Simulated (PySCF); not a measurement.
**Xe⁺: interval between two levels**

Xe⁺ [Kr] 4d10 5s2 5p5 [2P3/2, M_J = 3/2] → Xe⁺ [Kr] 4d10 5s1 5p6 [2S1/2, M_J = 1/2], as a difference of total energies. Calculation: PySCF 2.14, in x2c-TZVPall-2c with one added diffuse shell each of s, p, d, f type (9s10p6d3f, 90 functions); the two-component X2C-1e Hamiltonian. Correlated levels: [Ar] 3d10 frozen; the 6 highest virtual spinors dropped. "Screened" scales the spin-orbit matrix elements by Boettger's factors to mimic the two-electron term; Breit and QED terms are absent.

| method | interval between two levels (cm⁻¹) |
| --- | --- |
| GHF (spin-free) | 119290 |
| GMP2 (spin-free) | 101350 |
| GHF (screened spin-orbit) | 122560 |
| GMP2 (screened spin-orbit) | 104630 |

The spin-free rows lack the spin-orbit shift.

Errors of the correlated levels include the incompleteness of this basis and the frozen core.

Question: Which method comes closest to the reference value, and which is furthest?

Answer: The reference is 90874 cm⁻¹ (measured; NIST Handbook of Basic Atomic Spectroscopic Data (Sansonetti and Martin, J. Phys. Chem. Ref. Data 34, 1559 (2005))). Closest: GMP2 (spin-free) (error 10477 cm⁻¹); furthest: GHF (screened spin-orbit) (error 31686 cm⁻¹).
